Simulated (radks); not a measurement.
Task: The thallium ion Tl+, [Hg]. Calculated with a radial shooting solver on a logarithmic mesh with Libxc functionals: non-relativistic Kohn-Sham, PBE, spin-polarised, spherical densities, point nucleus. Every spin shell is full or empty, so the densities are truly spherical. Functionals are evaluated on that one density, not self-consistently. Rank these exchange functionals by their error against the exact value of the orbitals, and give that value: LDA, B88, PW86, OPTX, AM05, SOGGA, TPSS, revTPSS, SCAN, Tao-Mo, TASK, MVS.

Result: Exact: -351.880 hartree. From best to worst, with 100 (|E| - |E exact|)/|E exact| (equal figures are ties): SCAN +0.06, B88 +0.07, MVS +0.08, PW86 -0.38, TPSS -0.42, Tao-Mo -0.82, revTPSS -0.89, SOGGA -1.78, TASK -1.80, OPTX +1.92, AM05 -3.58, LDA -3.77.
